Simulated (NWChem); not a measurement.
Atomisation of isotetrasilane (H$_{10}$Si$_{4}$)

SMILES: [SiH3][SiH]([SiH3])[SiH3]
```xyz
14

Si    -1.1033     0.2575     1.9404
Si    -0.0459    -0.5739     0.0000
Si     2.2468    -0.0099     0.0000
Si    -1.1033     0.2575    -1.9404
H     -0.4493    -0.2855     3.1680
H     -1.0063     1.7473     1.9692
H     -2.5463    -0.1256     1.9568
H     -0.1650    -2.0672     0.0000
H      2.9221    -0.5585     1.2135
H      2.4017     1.4753     0.0000
H      2.9221    -0.5585    -1.2135
H     -0.4493    -0.2855    -3.1680
H     -2.5463    -0.1256    -1.9568
H     -1.0063     1.7473    -1.9692
```
Charge 0, spin multiplicity 1.

All runs are NWChem calculations. All single points use one geometry, from B3LYP/def2-SVP, with no frequency check, so it may be a saddle point.

Basis set: def2-SVP. The atomisation energy is electronic alone: no zero-point, thermal, spin-orbit or counterpoise terms. No value is extrapolated to the basis-set limit. Free atoms are single determinants with multiplicities Si 3, H 2. Correlated methods freeze the same cores in atoms and molecule, 20 orbitals in all.

B3LYP has NWChem's definition, with VWN1-RPA local correlation. The stability of the SCF solutions was not checked. Open-shell Hartree-Fock references start from PBE0 orbitals.

One of these methods gave an atomisation energy of 936.8 kcal/mol. Which?
A. PBE0
B. MP2
C. M06-2X
D. B3LYP

A, PBE0. The others give 941.4 (B3LYP), 882.4 (MP2), 947.8 (M06-2X).
